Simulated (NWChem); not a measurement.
Molecule: CH₂ClFO₂Si; SMILES O=C(O)[Si@H](F)Cl

```xyz
8

O     -0.4247     1.9359     1.0244
C      0.1052     1.3633     0.1003
O      1.1348     1.8822    -0.6117
Si    -0.3813    -0.3836    -0.5265
F     -1.8817    -0.6465    -0.0325
Cl     0.8781    -1.7510     0.3515
H      1.3462     2.7568    -0.2229
H     -0.3120    -0.5259    -1.9925
```
Atoms are numbered in this order, from 1.

Structure relaxed at the B3LYP/6-31G* (spherical d) level.

Q: List the 6 lowest vertical singlet excitations from BHandHLYP/def2-SVP, full TDDFT (NWChem).

A: 
```tsv
state	energy (eV)	oscillator strength	leading excitation (squared amplitude)
S1	5.07	0.006	HOMO → LUMO (0.88)
S2	7.89	0.027	HOMO → LUMO+1 (0.39)
S3	7.91	0.003	HOMO−1 → LUMO (0.39)
S4	8.37	0.022	HOMO−2 → LUMO (0.36)
S5	8.75	0.063	HOMO → LUMO+1 (0.45)
S6	8.80	0.015	HOMO−5 → LUMO (0.66)
```
